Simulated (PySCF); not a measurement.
C₄H₉O₂, SMILES OC([CH]OC)C, multiplicity 2.

Geometry: PBE0-D3(BJ)/def2-SVP. The isomer is the one that the SMILES or the coordinates give; other isomers of the formula were not compared. Other conformers were not sampled.

Two levels are set side by side: PBE/def2-TZVP (PySCF) and B3LYP/def2-TZVP (PySCF). Same geometry, gas phase. Differences are taken from unrounded values.

| quantity | B3LYP | PBE | PBE minus B3LYP |
|---|---|---|---|
| α-spin orbital gap (eV) | 5.58 | 3.97 | -1.60 |
| β-spin orbital gap (eV) | 6.28 | 4.02 | -2.26 |
| dipole moment (D) | 0.91 | 0.80 | -0.11 |
| mean polarisability (bohr³) | 61.0 | 63.9 | 2.9 |

PBE's more diffuse valence density responds more strongly to a field. Differences between two approximate levels are no errors against the true value.

Rough cost on one machine, each run with all the roots and properties that it gave: B3LYP against PBE within a factor of 2.
